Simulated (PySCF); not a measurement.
```xyz
3
charge 0 multiplicity 2, angstrom
Tc    0.0000   -0.9506    0.0000
N     1.3795   -1.7316    0.0000
Br   -0.2448    1.4987    0.0000
```

All numbers come from PySCF, UB3LYP, basis Tc def2-SVP with ECP28, N def2-SVP, Br def2-SVP (scalar-relativistic core potentials, no spin–orbit coupling, density fitting).

This geometry of BrTcN is a stationary point at this level.

Question: What is the point group?

Answer: Cs.

Question: Is it a minimum?

Answer: Yes: all harmonic wavenumbers are real.

Question: What are the dipole moment and the gap between the highest occupied and lowest empty levels of either spin?

Answer: 3.63 D and 2.34 eV.

Question: What is the atomisation energy, with and without zero-point energy?

Answer: 843 kJ/mol without, 833 kJ/mol with.

This need not be the most stable arrangement of these atoms. With open d or f shells other occupations or spin states may lie lower.
